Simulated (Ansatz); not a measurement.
`N[Si](N)(F)[SiH3]` + H–F → `N[Si](F)(F)[SiH3]` + NH₃ at 600 K and 1 bar (ligand exchange at the Si–N bond).

Isolated molecules relaxed with PBE0-D4/def2-TZVP in Ansatz; ΔE leaves out vibrations. CBS: MP2 limit from def2 TZ/QZ plus the TZ coupled-cluster correction, frozen cores. This one scheme is used for every species. One conformer a species, not always the lowest.

```json
{"species": "`N[Si](N)(F)[SiH3]`", "CCSD(T)/CBS energy (Eh)": "-791.70636", "H − E (kJ/mol)": "289.5", "S (J/(mol·K))": "491.4"}
{"species": "H–F", "CCSD(T)/CBS energy (Eh)": "-100.39570", "H − E (kJ/mol)": "42.3", "S (J/(mol·K))": "194.0"}
{"species": "`N[Si](F)(F)[SiH3]`", "CCSD(T)/CBS energy (Eh)": "-835.62453", "H − E (kJ/mol)": "219.2", "S (J/(mol·K))": "469.9"}
{"species": "NH₃", "CCSD(T)/CBS energy (Eh)": "-56.50880", "H − E (kJ/mol)": "112.4", "S (J/(mol·K))": "219.5"}
```

H − E and S are ideal-gas, rigid-rotor, harmonic terms from PBE0-D4/def2-TZVP, for one conformer and one mirror image of each species. 1 Eh = 2625.50 kJ/mol, R = 8.31446 J/(mol·K).

**Question.** By hand: ΔE, ΔH, ΔS and ΔG.

**Answer.** ΔE = (-835.62453) + (-56.50880) − (-791.70636) − (-100.39570) = -0.03127 Eh = -82.1 kJ/mol. Δ(H − E) = 219.2 + 112.4 − 289.5 − 42.3 = -0.2, so ΔH = -82.3 kJ/mol. ΔS = 469.9 + 219.5 − 491.4 − 194.0 = 4.0 J/(mol·K). ΔG = -82.3 − 600 × (4.0)/1000 = -84.7 kJ/mol.

**Question.** By hand: the equilibrium constant, and the temperature at which ΔG would vanish if ΔH and ΔS stayed fixed.

**Answer.** log₁₀ K = −ΔG/(RT ln 10) = 7.4. ΔH and −TΔS have one sign here, so there is no such temperature. One of them is within its doubt of zero, so this could turn.

The number of gas molecules stays the same, so ΔS is small and ΔH decides. A doubt of 5 kJ/mol in ΔE shifts log₁₀ K by 0.4 here. Other conformers and mirror images would add mixing entropy, several J/(mol·K) or more a flexible species. These are equilibria of isolated gas molecules and say nothing of rates. Largest T1 diagnostic: 0.012 (customary marks: 0.02 for closed shells, 0.045 for open ones).
